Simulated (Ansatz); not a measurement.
H6N3OTa can be A, `[NH2][Ta]([NH2])([NH2])=[O]`, or B, `[NH]=[Ta]([NH2])([NH2])[OH]`.

Computed with Ansatz on PBE0-D4/def2-TZVP structures; ΔE is electronic, products minus reactants. CCSD(T)/CBS is the MP2 limit (def2-TZVPP, def2-QZVPP) plus CCSD(T) − MP2 in def2-TZVPP, frozen cores. Functionals use def2-TZVPP. B3LYP here is the variant with VWN-RPA as its local correlation; programs differ in this. Elements past krypton have def2 core potentials. For Ta outer-core shells are correlated without core-valence functions, which leaves a few kJ/mol of doubt a bond. Each species was taken in one conformer, which may not be the lowest.

A:

```xyz
11

N    -0.977    1.574    0.434
Ta    0.393    0.195   -0.009
N     0.439   -1.228    1.386
N     0.047   -0.590   -1.809
O     1.933    0.962   -0.045
H    -0.777    2.561    0.501
H    -1.929    1.401    0.721
H    -0.233   -1.972    1.504
H     1.211   -1.364    2.021
H    -0.840   -0.923   -2.156
H     0.733   -0.616   -2.549
```

B:

```xyz
11

N    -1.2398   -1.0734   -0.8505
Ta    0.0965   -0.1371   -0.1656
N     0.1501   -0.5935    1.7738
N    -0.3541    1.7780   -0.4840
O     1.8196   -0.5015   -0.9330
H    -1.9274   -1.6503   -1.3031
H    -0.5129   -1.1824    2.2516
H     0.8205   -0.2234    2.4321
H     0.2297    2.5571   -0.2155
H    -1.2138    2.1143   -0.8868
H     2.1318   -1.0878   -1.6191
```

(1) Which is lower in electronic energy at CCSD(T)/CBS, and by how much? (An estimate is asked.)

(2) Give E(B) − E(A) in kcal/mol with MP2/def2-TZVPP, CCSD/def2-TZVPP, CCSD(T)/def2-TZVPP, LDA (SPW92), B3LYP-D4, B3LYP, ωB97M-V. (Best estimate.)

(3) Does the order hold for the free energy at 298.15 K (harmonic terms from PBE0-D4)? (An estimate is asked.)

Largest T1 diagnostic: 0.020.

## Answers

(1) Ansatz gave: A, by 11.5 kcal/mol.

(2) Ansatz gave: MP2/def2-TZVPP 13.8, CCSD/def2-TZVPP 11.6, CCSD(T)/def2-TZVPP 12.4, LDA (SPW92) 12.7, B3LYP-D4 12.9, B3LYP 13.0, ωB97M-V 12.2. None reverses the order clearly.

(3) Ansatz gave: Yes: G(B) − G(A) = +10.4 kcal/mol, for one conformer each.

From r2SCAN to r2SCAN0 (25 % exact exchange), in def2-TZVPP and without D4, E(B) − E(A) moves by −1.4 kcal/mol. In def2-TZVPP, CCSD(T) changes the Hartree–Fock value by +2.4 kcal/mol (the triples alone add +0.7 kcal/mol) and MP2 by +3.8 kcal/mol.
